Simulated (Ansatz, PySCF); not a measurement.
This PySCF input computes a B3LYP/def2-TZVPD energy:

```python
from pyscf import gto, scf, dft

mol = gto.M(
    atom='''
    B    -0.05895681    0.22574592    0.06464063
    C     1.47377391   -0.24914145   -0.29861359
    C    -1.14701401   -1.00202397   -0.05964811
    O    -0.37313599    1.42873972    0.40910875
    H     1.54841257   -0.64747569   -1.32159361
    H     1.81996142   -1.05850999    0.36154244
    H     2.17828529    0.58406399   -0.20880102
    H    -2.15802460   -0.66164228    0.18658707
    H    -1.17043549   -1.42852828   -1.07368694
    H    -0.89888664   -1.83956258    0.60944912
    ''',
    basis='def2-tzvpd',
    charge=-1,
    spin=0,
    verbose=4,
)

mf = dft.RKS(mol, xc='b3lyp').density_fit(auxbasis='def2-universal-jkfit')
mf.grids.level = 3
mf.conv_tol = 1e-9
mf.max_cycle = 100
mf.max_memory = 1500
mf.kernel()
if not mf.converged:
    mf = mf.newton()
    mf.kernel(mf.make_rdm1())
mf.analyze()
```

Problem. Write an input for the same energy in Ansatz (an electronic-structure program) and say what it gives.

Solution. 
Ansatz 0.2 input:
```yaml
crystal:
  periodic: [false, false, false]
  atoms:
    - {symbol: B, position_ang: [-0.05895681, 0.22574592, 0.06464063]}
    - {symbol: C, position_ang: [1.47377391, -0.24914145, -0.29861359]}
    - {symbol: C, position_ang: [-1.14701401, -1.00202397, -0.05964811]}
    - {symbol: O, position_ang: [-0.37313599, 1.42873972, 0.40910875]}
    - {symbol: H, position_ang: [1.54841257, -0.64747569, -1.32159361]}
    - {symbol: H, position_ang: [1.81996142, -1.05850999, 0.36154244]}
    - {symbol: H, position_ang: [2.17828529, 0.58406399, -0.20880102]}
    - {symbol: H, position_ang: [-2.15802460, -0.66164228, 0.18658707]}
    - {symbol: H, position_ang: [-1.17043549, -1.42852828, -1.07368694]}
    - {symbol: H, position_ang: [-0.89888664, -1.83956258, 0.60944912]}
basis:
  gaussian:
    orbitals: def2-TZVPD
hamiltonian:
  xc: {name: B3LYP}
total_charge: -1
output: {forces: true}
```
It gives -180.06739 Eh, and PySCF -180.06746 Eh, a difference of 0.07 mEh, from the treatment of integrals and grids.

It need not be the lowest isomer of its formula. Whether it binds its extra electron was not tested at this geometry.
